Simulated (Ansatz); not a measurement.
In(Cl)(OMe)(NH2) (CH5ClInNO), SMILES [NH2][In]([Cl])[O]C.

Geometry: B3LYP-D3(BJ)/def2-SVP. The structure was generated by enumeration; whether it is a known compound was not checked. The def2 effective core potentials stand for the cores of In; spin–orbit coupling is left out. Other conformers were not sampled.

Two levels are set side by side: PBE/def2-SVPD (Ansatz, a program for electronic structure) and CAM-B3LYP/def2-SVPD (Ansatz). Energy differences of separate SCF runs at the same geometry; the states with an electron removed or added have multiplicity 2 and 2. Differences are taken from unrounded values.

```csv
quantity,CAM-B3LYP
vertical ionisation energy (eV),9.96
vertical electron affinity (eV),0.59
vertical singlet–triplet gap (eV),4.14
```

### Question
What does PBE give, and how far is it from CAM-B3LYP? (The exact figures need the calculation; the answer reports its results.)

### Answer

```tsv
quantity	PBE	PBE minus CAM-B3LYP
vertical ionisation energy (eV)	9.17	-0.79
vertical electron affinity (eV)	0.69	0.10
vertical singlet–triplet gap (eV)	3.40	-0.74
```
